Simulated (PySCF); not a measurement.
Cl₂Y, charge +1, singlet, at a GFN2-xTB geometry (such geometries of metal compounds can be far from the true shape) (the multiplicity is a formal guess) (core potentials on Y). Base run: HF/def2-SVP (PySCF).

Input for PySCF:
```python
from pyscf import gto, scf, solvent

mol = gto.Mole()
mol.atom = '''
    Y     0.540340    0.129564    0.583704
    Cl    0.613386    0.152533   -1.877962
    Cl   -1.852990   -0.449768    0.538876
'''
mol.basis = 'def2-svp'
mol.ecp = {'Y': 'def2-svp'}
mol.charge = 1
mol.spin = 0
mol.verbose = 4
mol.build()

mf = scf.RHF(mol)
mf.kernel()
mf.analyze()
```

The base run was repeated with changes; each row names its change, and settings that it needs were set with it.

```tsv
change	ΔE vs base (kJ/mol)	HOMO-LUMO gap (eV)
base	0.00	9.92
model = IEF-PCM; solvent = n-hexane	-199.9	10.71
model = IEF-PCM; solvent = chloroform; vdw_scale = 1.0	-527.7	11.84
model = IEF-PCM; solvent = chloroform; vdw_scale = 1.4	-272.2	11.10
model = ddCOSMO; solvent = chloroform	[?]	[?]
model = IEF-PCM; solvent = chloroform; r_probe = 0.5	-255.5	11.01
model = IEF-PCM; solvent = acetonitrile	-470.1	12.09
model = SS(V)PE; solvent = chloroform	-359.1	11.50
model = COSMO; solvent = chloroform	-337.0	11.46
model = IEF-PCM; solvent = chloroform	[?]	11.50
model = IEF-PCM; solvent = chloroform; lebedev_order = 11	[?]	11.46
model = IEF-PCM; solvent = water	-479.7	12.14
```

**Question.** Complete the blanks.

**Answer.** 
- model = ddCOSMO; solvent = chloroform, ΔE vs base (kJ/mol): -626.9
- model = ddCOSMO; solvent = chloroform, HOMO-LUMO gap (eV): 11.87
- model = IEF-PCM; solvent = chloroform, ΔE vs base (kJ/mol): -361.8
- model = IEF-PCM; solvent = chloroform; lebedev_order = 11, ΔE vs base (kJ/mol): -361.1

The base is the gas phase, so ΔE is the electrostatic part of solvation at a fixed geometry, without cavity and dispersion terms.
